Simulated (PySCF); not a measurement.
Compound: C₃H₈O₂Si.
SMILES with atom numbers: `[CH3:1]/[CH:2]=[CH:3]\[O:4][SiH2:5][OH:6]` (hydrogens: H7, H8, H9 on C1; H10 on C2; H11 on C3; H12, H13 on Si5; H14 on O6)

Cartesian coordinates in Å at the PBE0-D3(BJ)/def2-SVP level; atoms count from 1:
```
atom  x, y, z in Å
C1    -2.341   -0.210   -0.364
C2    -1.499    0.695    0.470
C3    -0.166    0.767    0.418
O4     0.579    0.013   -0.431
Si5    2.243   -0.138   -0.406
O6     2.774   -1.115    0.819
H7    -2.940   -0.892    0.262
H8    -3.057    0.363   -0.978
H9    -1.720   -0.815   -1.038
H10   -1.993    1.362    1.182
H11    0.392    1.461    1.061
H12    2.568   -0.692   -1.745
H13    2.859    1.187   -0.138
H14    2.520   -2.043    0.788
```

The closed-shell ground state was solved at several levels (PySCF, density fitting, gas phase, non-relativistic).

| level | basis functions | HOMO (eV) | LUMO (eV) | gap (eV) | dipole (D) |
| --- | --- | --- | --- | --- | --- |
| PBE0/6-311+G(2d,p) | 218 | -6.53 | -0.16 | 6.37 | 0.82 |
| wB97X-D/def2-SVPD | 194 | -8.40 | 1.77 | 10.17 | 0.77 |
| PBE0/pcSseg-0 | 74 | -6.52 | 0.88 | 7.40 | 0.74 |
| PBE0/def2-SVPD | 194 | -6.56 | 0.09 | 6.65 | 0.77 |
| BLYP/pcSseg-1 | 149 | -5.20 | -0.20 | 5.00 | 0.89 |
| PBE0/pcSseg-1 | 149 | -6.52 | 0.68 | 7.20 | 0.84 |
| BP86/pcSseg-1 | 149 | -5.46 | -0.35 | 5.11 | 0.90 |
| PBE0/6-31G | 74 | -6.27 | 0.82 | 7.09 | 0.79 |
| mPW1PW91/pcSseg-1 | 149 | -6.55 | 0.67 | 7.22 | 0.82 |
| HF/pcSseg-1 | 149 | -9.06 | 4.00 | 13.06 | 0.71 |
| BHandHLYP/pcSseg-1 | 149 | -7.54 | 1.59 | 9.13 | 0.77 |
| PBE0/aug-cc-pVDZ | 214 | -6.50 | -0.31 | 6.19 | 0.79 |
| PBE/pcSseg-1 | 149 | -5.36 | -0.29 | 5.07 | 0.91 |

(1) Estimate the row for PBE0/cc-pVTZ, a basis of 296 functions; the other rows only guide the guess.

(2) Over all these levels, which gives the widest orbital gap and which the narrowest?

(3) How much does the basis alone move the frontier levels among the 7 PBE0 rows (the withheld one included)?

(4) In the pcSseg-1 basis, how does the gap go with the fixed share of exact exchange?

(5) How far do the dipole and the HOMO energy spread over the levels?

## Answers

(1) HOMO -6.47 eV, LUMO 0.57 eV, gap 7.04 eV, dipole 0.83 D.

(2) HF/pcSseg-1 (Hartree–Fock, all exact exchange) has the widest, 13.06 eV, and BLYP/pcSseg-1 (GGA) the narrowest, 5.00 eV. The two share the basis. From the narrowest to the widest the HOMO moves by -3.86 eV and the LUMO by +4.20 eV.

(3) The HOMO by 0.29 eV and the LUMO by 1.19 eV. By rising basis size (HOMO, LUMO in eV): pcSseg-0 -6.52, 0.88; 6-31G -6.27, 0.82; pcSseg-1 -6.52, 0.68; def2-SVPD -6.56, 0.09; aug-cc-pVDZ -6.50, -0.31; 6-311+G(2d,p) -6.53, -0.16; cc-pVTZ -6.47, 0.57.

(4) BLYP (0 %) 5.00 eV; PBE (0 %) 5.07 eV; BP86 (0 %) 5.11 eV; PBE0 (25 %) 7.20 eV; mPW1PW91 (25 %) 7.22 eV; BHandHLYP (50 %) 9.13 eV; HF (100 %) 13.06 eV. Each rise in the share widens the gap here.

(5) The dipole runs from 0.71 to 0.91 D (mean 0.81 D) and the HOMO from -9.06 to -5.20 eV.

One conformer stands for the species.
